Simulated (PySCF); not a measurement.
# Computed records: FH$_{2}$Si, BClFH$_{3}$Si, AlFH$_{3}$NSi, FH$_{4}$NSi$_{2}$ and others

All values are calculated (PySCF 2.14.0). Calculation on a computer-drawn molecule: optimised geometry and harmonic frequencies of an isolated molecule of the commonest isotopes, restricted reference for singlets and unrestricted otherwise, frozen core in MP2.

Common to all runs: multiplicity 1; basis cc-pV(D+d)Z.

(1) FH$_{2}$Si

Start structure:
```xyz
4
FH2Si
F     -0.4332     1.0077     0.6614
Si     0.9051     0.9463     1.4243
H      1.1695    -0.2636     1.9629
H      1.5645     2.2920     1.5061
```

```
charge                                        : 1
method                                        : HF
rotational constants                          : 146.6, 16.67, 14.97 GHz
total energy                                  : -389.2627 hartree
convergence status largest gradient component : 2.793e-05 hartree/bohr
```

Drawn bonds:
```
atom  other atom  order
   1           2      1
   2           3      1
   2           4      1
```

Optimised structure:
```xyz
4
FH2Si
F     -0.4670     1.0251     0.6251
Si     0.8621     0.9942     1.4253
H      1.2307    -0.2919     1.9930
H      1.5801     2.2550     1.5114
```

Modes:
```
frequency (cm⁻¹)  reduced mass (dalton)
           719.8                   1.21
           803.7                  1.163
           973.3                  1.245
            1052                  4.735
            2454                  1.024
            2518                  1.066
```

(2) FH$_{2}$Si

Start structure:
```xyz
4
FH2Si
F     -0.4670     1.0251     0.6251
Si     0.8621     0.9942     1.4253
H      1.2307    -0.2919     1.9930
H      1.5801     2.2550     1.5114
```

```
charge                                        : 1
method                                        : MP2
rotational constants                          : 145.5, 16.2, 14.57 GHz
total energy                                  : -389.5329 hartree
convergence status largest gradient component : 1.294e-05 hartree/bohr
```

Drawn bonds:
```
atom  other atom  order
   1           2      1
   2           3      1
   2           4      1
```

Optimised structure:
```xyz
4
FH2Si
F     -0.4840     1.0256     0.6149
Si     0.8648     0.9941     1.4268
H      1.2372    -0.2970     1.9983
H      1.5879     2.2597     1.5148
```

Modes:
```
frequency (cm⁻¹)  reduced mass (dalton)
             680                  1.206
           769.2                  1.162
           928.7                  1.286
            1013                  4.221
            2387                  1.024
            2457                  1.066
```

(3) BClFH$_{3}$Si

Start structure:
```xyz
7
BClFH3Si
F     -1.3411     2.4724    -0.3647
Si    -1.0845     2.2380    -2.0243
B      0.0103     0.6301    -2.1641
Cl     0.4480     0.0849    -3.7063
H     -0.4538     3.5236    -2.3585
H     -2.3757     2.3069    -2.5329
H      0.3442     0.0205    -1.2745
```

```
charge                                        : 0
method                                        : HF
rotational constants                          : 19.56, 1.608, 1.512 GHz
total energy                                  : -874.3941 hartree
convergence status largest gradient component : 7.193e-06 hartree/bohr
```

Drawn bonds:
```
atom  other atom  order
   1           2      1
   2           3      1
   3           4      1
   2           5      1
   2           6      1
   3           7      1
```

Optimised structure:
```xyz
7
BClFH3Si
F     -1.3963     2.5758    -0.3304
Si    -1.1011     2.3184    -1.9039
B     -0.0001     0.6253    -2.1389
Cl     0.4357     0.1584    -3.7837
H     -0.3701     3.4936    -2.4173
H     -2.4040     2.1946    -2.5864
H      0.3834    -0.0897    -1.2646
```

Modes:
```
frequency (cm⁻¹)  reduced mass (dalton)
           48.36                  3.849
           139.3                  6.947
           254.7                  16.35
           447.5                   1.15
           651.8                   5.65
           778.6                  1.259
             832                  1.342
           860.5                  3.358
           873.3                  5.441
           956.9                  1.253
            1021                  1.075
            1141                  1.462
            2337                  1.052
            2339                  1.029
            2769                  1.094
```

(4) BClFH$_{3}$Si

Start structure:
```xyz
7
BClFH3Si
F     -1.3963     2.5758    -0.3304
Si    -1.1011     2.3184    -1.9039
B     -0.0001     0.6253    -2.1389
Cl     0.4357     0.1584    -3.7837
H     -0.3701     3.4936    -2.4173
H     -2.4040     2.1946    -2.5864
H      0.3834    -0.0897    -1.2646
```

```
charge                                        : 0
method                                        : MP2
rotational constants                          : 19.8, 1.613, 1.518 GHz
total energy                                  : -874.8950 hartree
convergence status largest gradient component : 1.107e-05 hartree/bohr
```

Drawn bonds:
```
atom  other atom  order
   1           2      1
   2           3      1
   3           4      1
   2           5      1
   2           6      1
   3           7      1
```

Optimised structure:
```xyz
7
BClFH3Si
F     -1.4163     2.6044    -0.3107
Si    -1.0972     2.3109    -1.8926
B      0.0005     0.6238    -2.1346
Cl     0.4132     0.1932    -3.7822
H     -0.3595     3.4758    -2.4338
H     -2.3903     2.1787    -2.6028
H      0.3970    -0.1104    -1.2686
```

Modes:
```
frequency (cm⁻¹)  reduced mass (dalton)
           51.21                  3.866
           127.2                  6.945
           244.9                  16.14
           421.9                  1.161
           642.9                  5.414
           745.9                  1.243
           793.8                  1.358
           840.3                  3.868
           866.7                  2.924
           921.9                  1.355
           970.2                  1.086
            1106                  1.594
            2286                   1.03
            2292                  1.052
            2697                  1.094
```

(5) AlFH$_{3}$NSi

Start structure:
```xyz
7
AlFH3NSi
F     -0.8590     1.2448    -1.1444
Si     0.0414    -0.0976    -1.2144
N      1.0808    -0.2601     0.1323
Al     1.1230     0.8471     1.4401
H      0.7935     0.0876    -2.4914
H     -0.9386    -1.2195    -1.3482
H      1.1248     1.9317     2.6202
```

```
charge                                        : 0
method                                        : HF
rotational constants                          : 16.48, 2.033, 1.848 GHz
total energy                                  : -686.5509 hartree
convergence status largest gradient component : 1.143e-05 hartree/bohr
```

Drawn bonds:
```
atom  other atom  order
   1           2      1
   2           3      1
   3           4      2
   2           5      1
   2           6      1
   4           7      1
```

Optimised structure:
```xyz
7
AlFH3NSi
F     -1.1645     1.0438    -1.7882
Si    -0.0453    -0.0302    -1.2959
N      0.6133     0.4025     0.1719
Al     1.1261     0.9919     1.5937
H      0.9488    -0.0647    -2.3910
H     -0.7608    -1.3244    -1.2525
H      1.6484     1.5150     2.9562
```

Modes:
```
frequency (cm⁻¹)  reduced mass (dalton)
           69.91                  7.764
           115.4                  3.854
           354.1                  10.29
           480.6                   1.15
           487.1                   1.17
           624.7                  9.199
           745.4                  1.452
           821.6                  1.051
           858.1                  8.568
            1031                  1.186
            1065                  1.072
            1399                  12.55
            2127                  1.054
            2290                  1.052
            2315                  1.028
```

(6) AlFH$_{3}$NSi

Start structure:
```xyz
7
AlFH3NSi
F     -1.1645     1.0438    -1.7882
Si    -0.0453    -0.0302    -1.2959
N      0.6133     0.4025     0.1719
Al     1.1261     0.9919     1.5937
H      0.9488    -0.0647    -2.3910
H     -0.7608    -1.3244    -1.2525
H      1.6484     1.5150     2.9562
```

```
charge                                        : 0
method                                        : MP2
rotational constants                          : 13.75, 2.122, 1.878 GHz
total energy                                  : -687.0626 hartree
convergence status largest gradient component : 2.482e-05 hartree/bohr
```

Drawn bonds:
```
atom  other atom  order
   1           2      1
   2           3      1
   3           4      2
   2           5      1
   2           6      1
   4           7      1
```

Optimised structure:
```xyz
7
AlFH3NSi
F     -1.1312     1.1183    -1.6558
Si    -0.0365    -0.0547    -1.3098
N      0.7508     0.2143     0.1699
Al     1.1009     1.0170     1.5837
H      0.9173    -0.0542    -2.4414
H     -0.8022    -1.3211    -1.2961
H      1.5668     1.6143     2.9436
```

Modes:
```
frequency (cm⁻¹)  reduced mass (dalton)
           38.03                  9.075
           60.53                  4.182
           323.6                  12.37
           403.2                   1.11
           423.2                  1.133
           585.6                  9.429
           696.1                  1.416
           776.9                   1.05
           834.2                  7.063
           980.7                   1.21
            1008                  1.069
            1267                  13.14
            2071                  1.052
            2279                  1.053
            2285                  1.028
```

(7) FH$_{4}$NSi$_{2}$

Start structure:
```xyz
8
FH4NSi2
F      0.7435     2.3919    -0.9475
Si     0.7404     0.7668    -0.4957
N     -0.4728    -0.0680     0.0098
Si    -2.0267    -0.5696     0.5229
H      2.1795     0.4707    -0.7501
H     -2.0116    -0.7956     1.9709
H     -2.9897     0.5369     0.2594
H     -2.3755    -1.7475    -0.2229
```

```
charge                                        : 0
method                                        : HF
rotational constants                          : 17.76, 1.907, 1.756 GHz
total energy                                  : -734.1510 hartree
convergence status largest gradient component : 3.054e-06 hartree/bohr
```

Drawn bonds:
```
atom  other atom  order
   1           2      1
   2           3      2
   3           4      1
   2           5      1
   4           6      1
   4           7      1
   4           8      1
```

Optimised structure:
```xyz
8
FH4NSi2
F      0.6987     2.3231    -1.0535
Si     0.7434     0.8260    -0.5088
N     -0.4300    -0.0097     0.0258
Si    -1.9787    -0.5162     0.5109
H      2.1366     0.4212    -0.6272
H     -1.9720    -0.8878     1.9462
H     -3.0116     0.5332     0.3235
H     -2.3993    -1.7042    -0.2702
```

Modes:
```
frequency (cm⁻¹)  reduced mass (dalton)
           36.29                  1.185
           67.96                  5.798
           178.9                  3.529
           369.4                   10.5
           602.5                  8.005
           625.4                  1.363
             782                  1.206
           789.2                  1.213
           918.1                  2.892
           978.8                  1.535
            1035                   1.05
            1044                  1.046
            1073                  1.126
            1515                   13.5
            2278                   1.05
            2287                   1.05
            2309                   1.02
            2457                  1.045
```

(8) AlFH$_{3}$NSi

Start structure:
```xyz
7
AlFH3NSi
F     -0.6298     2.4043    -1.4804
Si    -0.8748     1.0588    -0.4609
N     -2.0989     1.0005     0.5945
Al    -3.5052     0.9521     1.7118
H      0.1956     0.2287    -0.8884
H     -4.8758     0.4660     1.3333
H     -3.3880     1.5298     3.1551
```

```
charge                                        : 0
method                                        : HF
rotational constants                          : 21.94, 1.822, 1.726 GHz
total energy                                  : -686.5579 hartree
convergence status largest gradient component : 3.055e-05 hartree/bohr
```

Drawn bonds:
```
atom  other atom  order
   1           2      1
   2           3      2
   3           4      1
   2           5      1
   4           6      1
   4           7      1
```

Optimised structure:
```xyz
7
AlFH3NSi
F     -0.6742     2.3803    -1.4182
Si    -0.9505     1.1347    -0.4606
N     -2.0991     1.0036     0.5614
Al    -3.4519     0.9902     1.6820
H      0.1093     0.1840    -0.7754
H     -4.8480     0.4076     1.2239
H     -3.2626     1.5398     3.1519
```

Modes:
```
frequency (cm⁻¹)  reduced mass (dalton)
           70.48                  7.397
           111.8                  1.441
           149.3                  2.113
           368.7                   13.1
           572.9                  8.244
           608.4                  1.255
           621.3                  1.389
           671.7                  1.187
           858.5                  1.097
           915.3                  3.106
           976.5                  1.493
            1474                  14.92
            1976                  1.061
            1991                  1.024
            2442                  1.045
```

(9) AlFH$_{3}$NSi

Start structure:
```xyz
7
AlFH3NSi
F     -0.6742     2.3803    -1.4182
Si    -0.9505     1.1347    -0.4606
N     -2.0991     1.0036     0.5614
Al    -3.4519     0.9902     1.6820
H      0.1093     0.1840    -0.7754
H     -4.8480     0.4076     1.2239
H     -3.2626     1.5398     3.1519
```

```
charge                                        : 0
method                                        : MP2
rotational constants                          : 18.48, 1.836, 1.713 GHz
total energy                                  : -687.0670 hartree
convergence status largest gradient component : 1.36e-05 hartree/bohr
```

Drawn bonds:
```
atom  other atom  order
   1           2      1
   2           3      2
   3           4      1
   2           5      1
   4           6      1
   4           7      1
```

Optimised structure:
```xyz
7
AlFH3NSi
F     -0.7473     2.4221    -1.3860
Si    -0.9347     1.1073    -0.4576
N     -2.0523     0.8336     0.6221
Al    -3.4672     0.9916     1.6936
H      0.1654     0.2167    -0.8369
H     -4.8692     0.4666     1.1941
H     -3.2717     1.6023     3.1356
```

Modes:
```
frequency (cm⁻¹)  reduced mass (dalton)
           45.44                  7.947
            99.6                  2.101
           154.6                  1.451
           333.1                  14.58
           530.9                  1.349
           534.7                  8.253
           579.4                  1.222
             638                   1.17
           815.6                  1.103
           863.2                  2.458
             927                  1.678
            1352                  15.18
            1974                  1.023
            1975                  1.062
            2374                  1.045
```

(10) ClFSi

Start structure:
```xyz
3
ClFSi
F      0.9479     0.2003    -2.0636
Si     2.0705     1.3852    -2.0829
Cl     1.3048     2.5699    -0.7056
```

```
charge                                        : 0
method                                        : HF
rotational constants                          : 22.7, 4.481, 3.742 GHz
total energy                                  : -847.9589 hartree
convergence status largest gradient component : 9.278e-06 hartree/bohr
```

Drawn bonds:
```
atom  other atom  order
   1           2      1
   2           3      1
```

Optimised structure:
```xyz
3
ClFSi
F      0.9557     0.1808    -2.0827
Si     2.0741     1.3465    -2.1121
Cl     1.2934     2.6282    -0.6573
```

Modes:
```
frequency (cm⁻¹)  reduced mass (dalton)
           283.1                  23.31
           532.5                  30.23
           876.3                  21.85
```
